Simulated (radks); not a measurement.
The numbers below are computed, except where a source is named.
Species: Ta XXXIX. Configuration: [Ar] 3d10 4s2 4p5.

Code: a radial shooting solver on a logarithmic mesh with Libxc functionals. Model: scalar-relativistic Kohn-Sham, exchange-only LDA, spin-polarised, spherical densities, point nucleus; open shells are filled with parallel spins first (spin-orbit coupling, left out, can overturn this in heavy ions).

Energy parts (eV):
| part | energy |
|---|---|
| total | -400461.08 |
| kinetic | 442426.26 |
| electron-nucleus | -925578.25 |
| Hartree | 89096.62 |
| exchange | -6405.70 |

Orbitals (lengths in bohr, moments of r in powers of bohr; r(max) is where P^2 peaks):
orbital  occ.  eigenvalue (eV)      <r>   r(max)
1s up       1        -68996.76  0.01867  0.01168
1s down     1        -68995.73  0.01867  0.01168
2s up       1        -13245.49  0.07893  0.06687
2s down     1        -13244.85  0.07893  0.06688
2p up       3        -11820.71  0.07052  0.05476
2p down     3        -11819.84  0.07052  0.05476
3s up       1        -4266.813   0.2025   0.1877
3s down     1        -4265.820   0.2025   0.1877
3p up       3        -3842.003   0.2018   0.1852
3p down     3        -3840.918   0.2018   0.1852
3d up       5        -3358.539   0.1820   0.1502
3d down     5        -3357.543   0.1819   0.1502
4s up       1        -1962.337   0.4105   0.4029
4s down     1        -1958.560   0.4105   0.4028
4p up       3        -1804.009   0.4217   0.4141
4p down     2        -1800.252   0.4218   0.4140

The highest occupied level is 4p down at -1800.3 eV. The density falls to 0.001 e/bohr^3 at r = 1.05 bohr. Summed over all electrons, <r^2> = 2.199 bohr^2, which gives a Langevin (diamagnetic) susceptibility term of -1.74 x 10^-6 cm^3/mol. For comparison, the ionisation energy in NIST's Atomic Spectra Database is 1799 eV (theoretical). In exact Kohn-Sham theory the highest level is minus the ionisation energy, but local and semilocal functionals leave it too shallow, through self-interaction and a potential that decays too fast; potentials with the right tail come closer. Spin moment in Bohr magnetons: 1.
